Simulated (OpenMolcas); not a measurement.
How basis sets differ on GaH2O (SMILES [OH][GaH])

GaH2O has 4 atoms, charge 0, and is taken as a doublet. SMILES: `[OH][GaH]`. Geometry: a GFN2-xTB relaxation, a rough one for these elements and not checked as a minimum.

```xyz
4

O    -0.0309   -0.8075    0.3041
Ga    0.7534    0.7137    0.1418
H    -0.4026   -1.6736    0.4374
H    -0.3199    1.7674   -0.8833
```

Each level gives the dipole moment (D). The values are calculated.

```json
{"level": "UPBE0/6-31G", "kind": "global hybrid", "program": "OpenMolcas", "value (D)": "1.13", "CPU time": "13 s"}
{"level": "UPBE0/cc-pVDZ", "kind": "global hybrid", "program": "OpenMolcas", "value (D)": "1.07", "CPU time": "19 s"}
{"level": "UPBE0/pcseg-1", "kind": "global hybrid", "program": "OpenMolcas", "value (D)": "1.04", "CPU time": "17 s"}
{"level": "UPBE0/def2-SVP", "kind": "global hybrid", "program": "OpenMolcas", "value (D)": "1.16", "CPU time": "18 s"}
```

All-electron rows without a relativistic Hamiltonian named are non-relativistic. The values span 1.04 to 1.16 D. Sets without polarisation functions give poor dipoles. Times are those of the runs behind each value, whatever else they computed, on shared processors of several kinds: orders of magnitude only.
